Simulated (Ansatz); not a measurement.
Nudged elastic band run: CH$_{8}$FNOSi$_{2}$

Input:

```yaml
crystal:
  periodic: [false, false, false]
  atoms:
    - { symbol: "N", position_ang: [0.879389, -2.07267, -0.810547] }
    - { symbol: C, position_ang: [0.351104, -1.082257, -0.017024] }
    - { symbol: O, position_ang: [0.896277, -1.235644, 1.280361] }
    - { symbol: F, position_ang: [-1.176636, -1.251816, 0.210466] }
    - { symbol: Si, position_ang: [0.386804, 0.722433, -0.755469] }
    - { symbol: Si, position_ang: [-1.06229, 2.001218, 0.584711] }
    - { symbol: H, position_ang: [1.06397, -2.968479, -0.379787] }
    - { symbol: H, position_ang: [0.745794, -2.044712, -1.807361] }
    - { symbol: H, position_ang: [0.312842, -0.787022, 1.92624] }
    - { symbol: H, position_ang: [1.803085, 1.228296, -0.737797] }
    - { symbol: H, position_ang: [-0.08066, 0.642261, -2.184462] }
    - { symbol: H, position_ang: [-0.773179, 3.474312, 0.484388] }
    - { symbol: H, position_ang: [-2.49327, 1.753906, 0.21314] }
    - { symbol: H, position_ang: [-0.866032, 1.590872, 2.021841] }
basis:
  gaussian: { orbitals: "6-31G" }
hamiltonian:
  xc: r2scan
neb:
  order_check: false
  images: 5
  f_tol: 0.05
  max_iterations: 25
  initial_path: idpp
  final_atoms:
    - { symbol: "N", position_ang: [0.92947535, -2.07472505, -0.74017424] }
    - { symbol: C, position_ang: [0.45151737, -1.04518602, 0.03555626] }
    - { symbol: O, position_ang: [1.21935896, -1.01117732, 1.2251624] }
    - { symbol: F, position_ang: [-0.99200957, -1.30564786, 0.54614647] }
    - { symbol: Si, position_ang: [0.19824155, 0.6636123, -0.87032952] }
    - { symbol: Si, position_ang: [-1.15676772, 1.9629503, 0.5459463] }
    - { symbol: H, position_ang: [1.26251539, -2.90263207, -0.26486772] }
    - { symbol: H, position_ang: [0.62522258, -2.16734759, -1.69482378] }
    - { symbol: H, position_ang: [0.71026966, -0.54378136, 1.91913132] }
    - { symbol: H, position_ang: [1.54490254, 1.28179399, -1.1268642] }
    - { symbol: H, position_ang: [-0.46632826, 0.38508853, -2.19274378] }
    - { symbol: H, position_ang: [-0.70132881, 1.75089855, 1.96675793] }
    - { symbol: H, position_ang: [-1.04575706, 3.43203775, 0.24052867] }
    - { symbol: H, position_ang: [-2.59211399, 1.54481385, 0.4392739] }
```

Command:

```bash
$ ansatz run input.yaml --threads 1 --pin off --max-ram 2048MiB --backend cpu --events-out ev --progress --plain --runs-dir out
```

Output, in part (warnings, iteration lines, the closing report on the highest movable image, with atoms numbered from 0):

```
NEB end point (image 0): max|allowed force component| = 1.244e-2 eV/Å (the criterion of neb.relax_end_points is 1.000e-2)
NEB end point (image 6): max|allowed force component| = 1.092e-2 eV/Å (the criterion of neb.relax_end_points is 1.000e-2)
NEB iter   1: max|band force component| = 9.011e-1 eV/Å  barrier→ = 0.2004 eV  barrier← = 0.2004 eV  Δτ_max = 0.1619 Å  (177 SCF iters)
NEB iter   2: max|band force component| = 2.844e-1 eV/Å  barrier→ = 0.1065 eV  barrier← = 0.1065 eV  CI = image 3  Δτ_max = 0.0768 Å  (137 SCF iters)
NEB iter   3: max|band force component| = 1.468e-1 eV/Å  barrier→ = 0.0751 eV  barrier← = 0.0751 eV  CI = image 3  Δτ_max = 0.0249 Å  (138 SCF iters)
NEB iter   4: max|band force component| = 1.132e-1 eV/Å  barrier→ = 0.0730 eV  barrier← = 0.0730 eV  CI = image 3  Δτ_max = 0.0773 Å  (131 SCF iters)
NEB iter   5: max|band force component| = 3.225e-2 eV/Å  barrier→ = 0.0700 eV  barrier← = 0.0700 eV  CI = image 3  Δτ_max = 0.0000 Å  (270 SCF iters)
Total energy: -23166.51882359 eV, -851.3538639365 hartree
Atom 0 at     1.259934    -1.952367    -0.638432 Å, force    -0.008901    -0.005563     0.025220 eV/Å
Atom 1 at     0.591120    -1.009207     0.112141 Å, force     0.003655     0.026937    -0.019126 eV/Å
Atom 2 at     1.380008    -0.741254     1.262606 Å, force     0.016635    -0.002139    -0.007966 eV/Å
Atom 3 at    -0.727892    -1.539605     0.691083 Å, force    -0.006056    -0.010842    -0.006754 eV/Å
Atom 4 at    -0.006371     0.554288    -0.894349 Å, force     0.004688    -0.032564    -0.000822 eV/Å
Atom 5 at    -1.385777     1.915269     0.451779 Å, force     0.015783    -0.008072    -0.019892 eV/Å
Atom 6 at     1.780173    -2.660579    -0.138243 Å, force     0.003000    -0.001025     0.005794 eV/Å
Atom 7 at     0.936339    -2.173708    -1.565423 Å, force     0.005802     0.006629    -0.005125 eV/Å
Atom 8 at     0.795971    -0.401374     1.970933 Å, force    -0.015511     0.001337     0.002502 eV/Å
Atom 9 at     1.208655     1.292579    -1.383332 Å, force    -0.002297     0.007963    -0.004976 eV/Å
Atom 10 at    -0.758771     0.033403    -2.091262 Å, force    -0.004480     0.004785     0.001653 eV/Å
Atom 11 at    -0.619323     3.089283     0.994404 Å, force     0.010224     0.009570     0.006981 eV/Å
Atom 12 at    -2.542493     2.439438    -0.350825 Å, force    -0.011595     0.012947    -0.000652 eV/Å
Atom 13 at    -1.924377     1.124533     1.607620 Å, force    -0.010946    -0.009965     0.023164 eV/Å
Dipole moment:     0.054859    -0.044885    -0.184475 e Å
```

The run converged. A vibrational analysis at the climbing image gives one clearly imaginary mode, 114i cm⁻¹: a first-order saddle point. Limits of this set-up: no polarisation functions.

Final band (atoms are numbered from 1 in the order of the input):

| image | path coordinate (Å) | energy (kcal/mol) | dihedral C2–Si5–Si6–H13 (°) |
| --- | --- | --- | --- |
| 0 | 0.00 | 0.0 | -79 |
| 1 | 0.77 | 0.5 | -99 |
| 2 | 1.53 | 1.3 | -119 |
| 3 | 2.30 | 1.6 | -140 |
| 4 | 3.10 | 1.3 | -160 |
| 5 | 3.91 | 0.5 | 180 |
| 6 | 4.72 | 0.0 | 160 |

Run time: 4.9 min on 1 thread of Arm Neoverse V1 (shared host), peak memory 0.16 GiB.
